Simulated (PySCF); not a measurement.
## ClOsN, triplet: molecular constants

All numbers come from UPBE0 in PySCF with Os def2-TZVP with ECP60, N def2-TZVP, Cl def2-TZVP; scalar-relativistic core potentials, no spin–orbit coupling; density-fitted integrals.

The structure is a minimum.

```
Point group                                                                   : Cs
Bond lengths                                                                  : Os–Cl 2.237 Å, Os–N 1.622 Å
Bond angles                                                                   : Cl–Os–N 128.4°
Spin squared ⟨S²⟩                                                             : 2.019
Highest occupied level (α)                                                    : -7.20 eV
Entropy at 298.15 K and 1 bar (electronic part: spin only)                    : 305.6 J/(mol K)
Enthalpy at 298.15 K above 0 K                                                : 12.46 kJ/mol
Heat capacity Cp at 298.15 K                                                  : 48.3 J/(mol K)
Principal polarisabilities                                                    : 45.1, 46.8, 73.5 bohr³
Dipole moment                                                                 : 1.61 D
Rotational symmetry number                                                    : 1
Principal quadrupole moments (Buckingham, traceless) about the centre of mass : -4.01, 1.48, 2.53 D Å
Rotational constants                                                          : 0.9372, 0.09608, 0.08715 cm⁻¹
Zero-point energy                                                             : 10.4 kJ/mol
Lowest empty level (β)                                                        : -3.88 eV
Atomisation energy without zero-point energy                                  : 882 kJ/mol
```

Harmonic modes (masses in u: Os 191.961, N 14.003, Cl 34.969):
```tsv
symmetry	ω (cm⁻¹)	IR (km/mol)
a'	154	1.6
a'	394	45.4
a'	1185	55.0
```

Charges (e):
```json
{"atom": "Os1", "Mulliken": "0.64", "Löwdin": "0.27", "polar tensor": "0.88", "spin (Mulliken)": "1.95", "Mayer order to Os1": "–"}
{"atom": "N2", "Mulliken": "-0.30", "Löwdin": "-0.25", "polar tensor": "-0.41", "spin (Mulliken)": "-0.03", "Mayer order to Os1": "2.82"}
{"atom": "Cl3", "Mulliken": "-0.35", "Löwdin": "-0.02", "polar tensor": "-0.48", "spin (Mulliken)": "0.08", "Mayer order to Os1": "1.02"}
```

Mulliken populations on Os1 (electrons outside its core potential): s 2.91, p 6.26, d 6.13, f 0.05.

Formally Os is in oxidation state +4, d4, with 2 unpaired electrons (the high-spin count would be 4). The Mulliken spin on Os is 1.95. The polar-tensor charge on Os, 0.88, is far below the formal one.

Other isomers or separated fragments may lie lower. Open d and f shells are described by one determinant, and the ground state may have another occupation or spin. Spin–orbit coupling, left out here, can matter for elements this heavy.

The final relaxation and frequency run took roughly 8 core-minutes on a shared host.
